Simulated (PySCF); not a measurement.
C₆H₁₄N (doublet state).
Structure used (GFN2-xTB), in Å, numbered top down from 1:
```
atom  x, y, z in Å
C1    -2.322    0.056   -0.250
C2    -1.038   -0.273    0.409
N3    -0.814   -1.726    0.261
C4     0.145    0.516   -0.181
C5    -0.189    2.008   -0.142
C6     1.461    0.265    0.565
C7     2.111   -1.077    0.252
H8    -3.246   -0.027    0.291
H9    -2.375    0.038   -1.325
H10   -1.097   -0.078    1.485
H11   -1.588   -2.239    0.670
H12   -0.768   -1.963   -0.726
H13    0.269    0.210   -1.226
H14   -1.150    2.194   -0.617
H15   -0.245    2.353    0.888
H16    0.576    2.585   -0.658
H17    1.280    0.337    1.639
H18    2.160    1.062    0.297
H19    1.455   -1.890    0.547
H20    2.315   -1.163   -0.814
H21    3.053   -1.171    0.789
```

The hyperfine couplings belong to this conformer and change with its torsions.

Identity: `[CH2][C@@H](N)[C@@H](C)CC` [radical].

The calculation used UKS B3LYP, pcH-1 on C H N, non-relativistic, mean-field spin-orbit, GIAO (PySCF 2.14.0). One conformer (not necessarily the lowest) at the GFN2-xTB geometry, without solvent, vibrations or thermal averaging. A GFN2-xTB geometry isn't a minimum of the functional, and hyperfine couplings can be far from their values at a DFT geometry. No stability test was run, so a lower SCF solution isn't excluded.

Question: Predict the first-order ENDOR lines of N3, H8/H9, H11/H12, H10, H14/H15/H16, H18 and H13 under fast tumbling at B = 3343.8 mT (W band).

Answer: For S = 1/2 in fast tumbling each set of equivalent nuclei gives two lines, ν± = |νn ± a/2| to first order, with νn = g_N μN B/h and μN/h = 7.62259 MHz/T.

| nuclei | isotope | g_N | νn (MHz) | a_iso (MHz) | lower line (MHz) | upper line (MHz) |
| --- | --- | --- | --- | --- | --- | --- |
| N3 | 14N | 0.4038 | 10.29 | 2.90 | 8.84 | 11.74 |
| H8/H9 | 1H | 5.5857 | 142.37 | -56.72 | 114.01 | 170.73 |
| H11/H12 | 1H | 5.5857 | 142.37 | -7.06 | 138.84 | 145.90 |
| H10 | 1H | 5.5857 | 142.37 | 5.13 | 139.80 | 144.94 |
| H14/H15/H16 | 1H | 5.5857 | 142.37 | 2.44 | 141.15 | 143.59 |
| H18 | 1H | 5.5857 | 142.37 | 1.09 | 141.83 | 142.92 |
| H13 | 1H | 5.5857 | 142.37 | -0.70 | 142.02 | 142.72 |

Question: Which pairs are centred on the nuclear Larmor frequency, and which on half the coupling?

Answer: Centred on νn, since |a| < 2νn: N3, H8/H9, H11/H12, H10, H14/H15/H16, H18 and H13. No pair has |a| > 2νn.

Class means assume fast exchange of nuclei equivalent by connectivity; if that motion is slow, each nucleus keeps its own coupling. The three 1H nuclei of mean +2.4 MHz run from -0.5 to 4.6 MHz in the frozen geometry.

The Mulliken spin populations are largest on C1 (+1.03), N3 (+0.11) and C2 (-0.07). C1 is the only atom above +0.15. The positive populations add up to 1.16 and the negative ones to -0.16, together 2S = 1. The angles at C1 add up to 356.6°, so it is nearly planar; its axial dipolar tensor and the negative couplings of its protons fit spin in a p orbital normal to that plane.

Hardware: one thread, Arm Neoverse V1 (aarch64), shared host. Cost: 97 s wall (grids of density and orbitals included), 1.1 GiB resident at most.
